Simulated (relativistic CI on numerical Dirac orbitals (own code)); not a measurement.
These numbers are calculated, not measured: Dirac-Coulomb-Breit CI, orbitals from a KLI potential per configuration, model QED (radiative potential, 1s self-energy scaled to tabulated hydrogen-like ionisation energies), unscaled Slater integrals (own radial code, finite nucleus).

CI space (outside the closed core [Ar] 3d10): 4s²4p⁶, 4s²4p⁵4d, 4s4p⁶4d, 4s²4p⁵4f, 4s4p⁶4f, 4s²4p⁵5s, 4s²4p⁵5p, 4s²4p⁵5d, 4s4p⁶5s, 4s4p⁶5p, 4s²4p⁵6s, 4s²4p⁵5f, 4s²4p⁵6p, 4s²4p⁵5g, 4s²4p⁵6d, 4s4p⁶5d, 4p⁶4d4f, 4s²4p⁵7s, 4s²4p⁵6f, 4s²4p⁵7p, 4s4p⁶6s, 4s4p⁶5f, 4p⁶4d², 4p⁵4d³, 4p⁵4d²4f, 4p⁵4d²5s, 4p⁵4d²5p, 4p⁶4f², 4p⁵4d4f², 4p⁵4f³, 4p⁵4f²5s, 4p⁵4f²5p, 4p⁶4d5s, 4p⁵4d4f5s, 4p⁵4d5s², 4p⁵4d5s5p. Double excitations out of closed p, d and f shells are left out; levels of such configurations are missing from the list, as are those of other unlisted configurations, and high levels can miss mixing partners. These lack a partner that the ground configuration has and come out too high: 4s²4p⁵5d, 4s²4p⁵6s, 4s²4p⁵5f, 4s²4p⁵6p, 4s²4p⁵5g.

At this charge energies of transitions that change n are usually good to better than 1 %, and those within a shell (Δn = 0) to a few per cent.

Outline of the computed level scheme of Pd XI. Lowest level of each configuration: 4s²4p⁶ ¹S0 at 0.000 eV; 4s²4p⁵4d ³P°0 at 51.495 eV; 4s4p⁶4d ³D1 at 97.524 eV; 4s²4p⁵5s ³P°2 at 104.238 eV; 4s²4p⁵4f ³G5 at 116.073 eV; 4s²4p⁵5p ³S1 at 116.156 eV; 4s²4p⁵5d ³P°0 at 139.358 eV.

Some strong electric-dipole decays among the lowest 45 levels: 4s²4p⁵4d ¹P°1 → 4s²4p⁶ ¹S0 (5.7e+11 s⁻¹); 4s²4p⁵4f ³D3 → 4s²4p⁵4d ³D°2 (1.3e+11 s⁻¹); 4s²4p⁵4f ³G5 → 4s²4p⁵4d ³F°4 (1.2e+11 s⁻¹); 4s²4p⁵4f ³G3 → 4s²4p⁵4d ³F°2 (1.1e+11 s⁻¹); 4s²4p⁵4f ³F4 → 4s²4p⁵4d ¹F°3 (1.1e+11 s⁻¹); 4s²4p⁵4f ³D3 → 4s²4p⁵4d ³P°2 (1.1e+11 s⁻¹); 4s²4p⁵4f ³F4 → 4s²4p⁵4d ³D°3 (1.1e+11 s⁻¹); 4s²4p⁵4f ³G4 → 4s²4p⁵4d ³F°3 (1.1e+11 s⁻¹).

LS names give the leading component of a level, which can be under half, so a name can repeat, a term be missing and a line seem to break the LS rules.
